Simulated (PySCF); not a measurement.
OTi (SMILES [O]=[Ti]), triplet, at a GFN2-xTB geometry (such geometries of metal compounds can be far from the true shape); B3LYP/6-31G* (PySCF).

The PySCF input:
```python
from pyscf import gto, scf, dft

mol = gto.Mole()
mol.atom = '''
    Ti   -0.00000000   -0.00000000   -0.44737439
    O     0.00000000    0.00000000    1.23027959
'''
mol.basis = '6-31g*'
mol.spin = 2
mol.verbose = 4
mol.build()

mf = dft.UKS(mol)
mf.xc = 'b3lyp'
mf.kernel()
```

It wrote (shortened):

```
PySCF version 2.14.0

[INPUT] verbose = 4
[INPUT] num. atoms = 2
[INPUT] num. electrons = 30
[INPUT] charge = 0
[INPUT] spin (= nelec alpha-beta = 2S) = 2
[INPUT] symmetry False subgroup None
[INPUT] Mole.unit = angstrom
[INPUT] Symbol           X                Y                Z      unit          X                Y                Z       unit  Magmom
[INPUT]  1 Ti     0.000000000000   0.000000000000  -0.447374390000 AA    0.000000000000   0.000000000000  -0.845415072244 Bohr   0.0
[INPUT]  2 O      0.000000000000   0.000000000000   1.230279590000 AA    0.000000000000   0.000000000000   2.324891481742 Bohr   0.0

nuclear repulsion = 55.5151361557405
number of shells = 18
number of NR pGTOs = 124
number of NR cGTOs = 48
basis = 6-31g*
ecp = {}

******** <class 'pyscf.dft.uks.UKS'> ********
method = UKS
initial guess = minao
damping factor = 0
level_shift factor = 0
DIIS = <class 'pyscf.scf.diis.CDIIS'>
diis_start_cycle = 1
diis_space = 8
diis_damp = 0
SCF conv_tol = 1e-09
SCF conv_tol_grad = None
SCF max_cycles = 50
direct_scf = True
direct_scf_tol = 1e-13
number electrons alpha = 16  beta = 14
XC library pyscf.dft.libxc version 7.1.2
    S. Lehtola, C. Steigemann, M. J. T. Oliveira, and M. A. L. Marques,  SoftwareX 7, 1–5 (2018)
XC functionals = b3lyp
    P. J. Stephens, F. J. Devlin, C. F. Chabalowski, and M. J. Frisch,  J. Phys. Chem. 98, 11623 (1994)
radial grids:
    Treutler-Ahlrichs [JCP 102, 346 (1995); DOI:10.1063/1.469408] (M4) radial grids

becke partition: Becke, JCP 88, 2547 (1988); DOI:10.1063/1.454033
pruning grids: <function nwchem_prune>
grids dens level: 3
symmetrized grids: False
atomic radii adjust function: <function treutler_atomic_radii_adjust>
small_rho_cutoff = 0
Set gradient conv threshold to 3.16228e-05
tot grids = 34992
init E= -924.369521272142

cycle= 1 E= -924.231349205478  delta_E= 0.138  |g|= 0.887  |ddm|= 1.34
cycle= 2 E= -913.485962167435  delta_E= 10.7  |g|= 4.06  |ddm|= 2.47
cycle= 3 E= -924.0820120186  delta_E= -10.6  |g|= 1.15  |ddm|= 2.11
cycle= 4 E= -924.572280415857  delta_E= -0.49  |g|= 0.284  |ddm|= 0.564
cycle= 5 E= -924.594856121072  delta_E= -0.0226  |g|= 0.163  |ddm|= 0.169
cycle= 6 E= -924.604131672995  delta_E= -0.00928  |g|= 0.0497  |ddm|= 0.0753
cycle= 7 E= -924.605159964952  delta_E= -0.00103  |g|= 0.00377  |ddm|= 0.0294
cycle= 8 E= -924.605168472959  delta_E= -8.51e-06  |g|= 0.00188  |ddm|= 0.0044
cycle= 9 E= -924.605171595548  delta_E= -3.12e-06  |g|= 0.001  |ddm|= 0.00298
cycle= 10 E= -924.60517279079  delta_E= -1.2e-06  |g|= 0.000294  |ddm|= 0.00226
cycle= 11 E= -924.605172895672  delta_E= -1.05e-07  |g|= 5.34e-05  |ddm|= 0.000645
cycle= 12 E= -924.605172902421  delta_E= -6.75e-09  |g|= 7.66e-06  |ddm|= 0.000231
cycle= 13 E= -924.605172902549  delta_E= -1.28e-10  |g|= 2.78e-06  |ddm|= 3.25e-05
Extra cycle  E= -924.605172902499  delta_E= 5.06e-11  |g|= 1.16e-05  |ddm|= 8.9e-06
converged SCF energy = -924.605172902499  <S^2> = 2.0176159  2S+1 = 3.0117211
```
